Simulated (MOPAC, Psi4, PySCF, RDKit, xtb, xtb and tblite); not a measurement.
Two geometries of C4H8O3, SMILES O=C(OC)COC, relaxed at GFN2-xTB with one dihedral held; other torsions can differ between them too.

Structure A

```
15

C      2.3988    -0.4796    -0.2731
O      1.5354    -0.4709     0.8361
C      0.1762    -0.3750     0.5013
C     -0.6979    -1.0743     1.5346
O     -1.8568    -0.8048     1.7125
O     -0.0417    -2.0295     2.1784
C     -0.7777    -2.7408     3.1648
H      3.4066    -0.5695     0.1266
H      2.3198     0.4486    -0.8525
H      2.1920    -1.3295    -0.9347
H     -0.0308    -0.8670    -0.4623
H     -0.1503     0.6723     0.4205
H     -1.6331    -3.2447     2.7098
H     -0.0891    -3.4642     3.5931
H     -1.1425    -2.0557     3.9324
```

Structure B

```
15

C     -2.3890    -0.5406    -0.2685
O     -1.5340    -0.6137     0.8445
C     -0.1988    -0.3492     0.5197
C      0.7001    -0.4359     1.7432
O      1.8795    -0.1970     1.7056
O      0.0432    -0.8055     2.8315
C      0.8116    -0.9126     4.0229
H     -3.3896    -0.7598     0.0970
H     -2.3745     0.4602    -0.7182
H     -2.1103    -1.2744    -1.0352
H      0.1839    -1.0686    -0.2241
H     -0.0804     0.6593     0.0897
H      1.6553    -1.5890     3.8714
H      0.1384    -1.3006     4.7826
H      1.1961     0.0668     4.3148
```

Task: Which is lower in energy at the level B3LYP-D3(BJ)/def2-SVP // GFN2-xTB in Psi4, and by how much?

Result: B is lower, by 3.19 kJ/mol (dihedral C1–O2–C3–C4: 150° in A, 180° in B).

E(B) − E(A) in kJ/mol at the other levels, on the same two geometries: GFN2-xTB (xtb and tblite) -2.76; MMFF94 // GFN2-xTB (RDKit) -2.31; B3LYP/def2-SVP // GFN2-xTB (Psi4) -3.33; PBE/def2-SVP // GFN2-xTB (Psi4) -3.86; PBE-D3(BJ)/def2-SVP // GFN2-xTB (Psi4) -3.76; UFF // GFN2-xTB (RDKit) -6.05; AM1, restricted, heats of formation // GFN2-xTB (MOPAC) -0.42; PM7, restricted, heats of formation // GFN2-xTB (MOPAC) -1.00; GFN1-xTB // GFN2-xTB (xtb) -1.50; restricted B3LYP/6-31G*, spherical d, density fitting // GFN2-xTB (PySCF) -3.65; restricted BP86/6-31G*, spherical d, density fitting // GFN2-xTB (PySCF) -3.95; restricted Hartree-Fock/STO-3G // GFN2-xTB (PySCF) -2.95; restricted Hartree-Fock/3-21G // GFN2-xTB (PySCF) -1.76.
